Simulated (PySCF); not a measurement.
An unknown shows these calculated signals:

¹H NMR (300 MHz, computed): δ 5.05 (s, 2H), 4.98 (m, 2H), 4.01 (q, 2H), 1.37 (t, 3H).

¹³C{¹H} NMR (computed): δ 59.6 (CH2), 20.3 (CH3).

A single conformation, equivalent nuclei averaged, isolated molecule, non-relativistic Hamiltonian. Shieldings: GIAO PBE0/pcSseg-1; GFN2-xTB structure; PySCF 2.14.

Scale: ¹H and ¹³C against TMS (reference shieldings calculated alike).

Task: Which of these does the molecule contain: a methoxy group, a Si–H bond, a CH3CH2 unit, a heteroaromatic ring, a C≡C triple bond?

Result: 
- A methoxy group: no.
- A Si–H bond: yes (δH 5.05 (s)).
- A CH3CH2 unit: yes (δC 20.3, 59.6; δH 1.37 (t), 4.01 (q)).
- A heteroaromatic ring: no.
- A C≡C triple bond: no.

The data belong to SMILES CCO[SiH2]O[SiH2]F, C2H9FO2Si2; they needn't prove each group on their own.

Carbon signals by region: 1 at 50–100 ppm, 1 below 50 ppm.

Splittings by ¹⁹F in the carbon and heteronuclear signals aren't shown, as no couplings were computed. Shifts are as computed. Against solution values, carbons near 30 ppm lie about +3 ppm off and those near 130 ppm about +5 ppm. Of 1309 compounds with measured shifts, 239 miss one by over three times the rms of a fit or turn the order of signals round; such compounds aren't used in these exercises. Multiplicities follow the n + 1 count of equivalent neighbours, as no J values were calculated; m marks all less simple cases, F and P coupling included.
